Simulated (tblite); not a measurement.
Species: C6H13OP.
Geometry (GFN2-xTB, Å), atoms numbered from 1 in this order:
```xyz
21
C6H13OP angstrom
C     -2.6122   -0.7286   -0.0012
C     -1.2586   -0.3192    0.5528
C     -0.9022    1.1512    0.3112
C      0.6032    1.2924    0.5263
C      1.2782    0.2455   -0.3585
C      2.7005   -0.1022    0.0508
P      0.1267   -1.1990   -0.3110
O     -0.1743   -1.8247   -1.5999
H     -2.6006   -0.6653   -1.0879
H     -2.8396   -1.7572    0.2727
H     -3.3997   -0.0819    0.3832
H     -1.2083   -0.5298    1.6255
H     -1.4673    1.8103    0.9723
H     -1.1450    1.4115   -0.7226
H      0.8398    1.0921    1.5740
H      0.9483    2.2993    0.2865
H      1.2662    0.5799   -1.4038
H      3.0835   -0.9076   -0.5742
H      2.7311   -0.4278    1.0892
H      3.3536    0.7622   -0.0583
H      0.6677   -2.0842    0.6271
```

Computed with GFN2-xTB (tblite): harmonic, unscaled wavenumbers at the GFN2-xTB geometry, gas phase. Against measured fundamentals such values can be off by several per cent, at times by over 20. Modes of hydrogen on phosphorus can be 10 to 20 % off. One conformer, not necessarily the lowest.

Harmonic wavenumbers (cm⁻¹): 36.4, 169.0, 189.1, 191.2, 202.2, 216.2, 261.6, 321.1, 377.8, 417.5, 471.0, 525.5, 637.9, 697.3, 808.8, 861.3, 895.0, 940.7, 941.9, 965.5, 997.1, 1014.3, 1050.0, 1051.7, 1109.0, 1123.1, 1140.6, 1175.0, 1181.7, 1236.4, 1251.4, 1270.3, 1277.6, 1288.9, 1328.4, 1329.8, 1407.1, 1409.8, 1479.0, 1485.0, 1488.4, 1492.3, 1493.0, 1494.9, 2237.8, 2901.5, 2925.1, 2960.3, 2971.7, 2981.9, 2989.4, 3015.3, 3017.5, 3018.9, 3025.1, 3026.0, 3031.2.

A = 2468, B = 1570, C = 1079 MHz; mass 132.070 u (most abundant isotopes); point group C1, symmetry number 1.

**Question.** What is the zero-point energy?

**Answer.** ½Σν̃ = 39402 cm⁻¹ = 112.66 kcal/mol.

**Question.** What is S at 400 K and 1 bar for an ideal gas of classical rigid rotors and harmonic oscillators?

**Answer.** Translation 42.03, rotation 29.61, vibration 35.31: S = 107.0 cal/(mol K).

**Question.** And Cp and H(400 K) − H(0)?

**Answer.** Cp = 48.39 cal/(mol K), of which vibrations give 40.44 (their classical limit is 57 R = 113.3); H(400 K) − H(0) = 10.88 kcal/mol without the zero-point energy, 7.70 from vibrations.

**Question.** What must be added to the electronic energy to get the Gibbs energy at 400 K and 1 bar?

**Answer.** ZPE + [H(400 K) − H(0)] − T·S = 112.66 + 10.88 − 42.78 = 80.76 kcal/mol.

**Question.** Blend soft modes into free rotors: weight 1/[1 + (100 cm⁻¹/ν̃)⁴] for the oscillator and the rest for a rotor with moment μB/(μ + B), μ = h/(8π²ν), B = 10⁻⁴⁴ kg m². What vibrational entropy results?

**Answer.** 33.38 cal/(mol K) in place of 35.31, which changes −T·S at 400 K by +0.77 kcal/mol.

Hindered rotation and anharmonicity are outside this model. Other conformers, if any are populated, would add a mixing term that is left out. The structure is chiral; the term R ln 2 for an equal mix with its mirror image is left out.
